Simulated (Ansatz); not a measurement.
Co(NH2)3 (CoN₃H₆) was relaxed with PBE0-D4 (def2-SVP) in Ansatz in these states: neutral quintet, neutral singlet, neutral triplet. The geometries follow in no particular order.

A:

```xyz
10

Co    0.005    0.001    0.004
N     0.854   -1.199   -0.900
H     0.410   -1.973   -1.390
H     1.864   -1.225   -1.021
N     0.116    1.662   -0.450
H    -0.169    2.032   -1.353
H     0.471    2.403    0.151
N    -0.966   -0.462    1.353
H    -0.617   -0.941    2.180
H    -1.968   -0.297    1.426
```

B:

Cartesian coordinates in Å:
```
Co 0.122 0.352 -0.016
N 1.648 0.250 -0.941
H 2.406 -0.390 -0.715
H 1.714 0.487 -1.931
N -0.428 -1.369 0.119
H -0.201 -1.896 -0.724
H -1.439 -1.425 0.248
N -0.952 1.239 1.105
H -1.741 1.802 0.790
H -1.129 0.951 2.065
```

C:

```xyz
10

Co    0.000    0.000    0.000
N     0.977   -0.361   -1.492
H     1.988   -0.459   -1.523
H     0.596   -0.498   -2.425
N    -1.814    0.099   -0.102
H    -2.364   -0.053   -0.943
H    -2.435    0.319    0.672
N     0.837    0.261    1.594
H     1.843    0.240    1.740
H     0.372    0.451    2.478
```

Problem. Judge from the bond lengths which geometry belongs to which state (an estimate).

Solution. A is the neutral singlet (Co1–N8 1.725 Å, Co1–N5 1.725 Å, Co1–N2 1.725 Å); B is the neutral triplet (Co1–N8 1.788 Å, Co1–N5 1.811 Å, Co1–N2 1.788 Å); C is the neutral quintet (Co1–N8 1.820 Å, Co1–N5 1.820 Å, Co1–N2 1.820 Å).

The restricted singlet is unstable towards broken spin symmetry in Hartree–Fock (as tested in another run); at PBE0-D4/def2-SVP this wasn't settled. At PBE0-D4/def2-TZVP a triplet lies 0.72 eV below the neutral singlet.
